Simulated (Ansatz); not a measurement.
Reaction (redistribution): `C[O][AlH][S][SiH3]` + `C[SiH2]C#N` → `[CH3][AlH][S][SiH3]` + `CO[SiH2]C#N`

Isolated molecules relaxed with PBE0-D4/def2-TZVP in Ansatz; ΔE leaves out vibrations. CBS: MP2 limit from def2 TZ/QZ plus the TZ coupled-cluster correction, frozen cores. DFT in def2-TZVPP. B3LYP here is the variant with VWN-RPA as its local correlation; programs differ in this. One conformer a species, not always the lowest.

| level | ΔE (kJ/mol) |
| --- | --- |
| PBE-D4 | 43.7 |
| ωB97X-V | 42.5 |
| ωB97M-V | 40.9 |
| PBE0 | 42.9 |
| B3LYP | 43.8 |
| CCSD/def2-TZVPP | 41.8 |
| CCSD(T)/def2-TZVPP | 41.5 |
| MP2/def2-QZVPP | 41.6 |

What does CCSD(T)/CBS give? (An estimate is asked.)

The calculation gave: +41.2 kJ/mol. The listed levels differ from it by 2.5, 1.3, -0.3, 1.7, 2.6, 0.6, 0.3, 0.4 kJ/mol.

Largest T1 diagnostic among the species: 0.012.
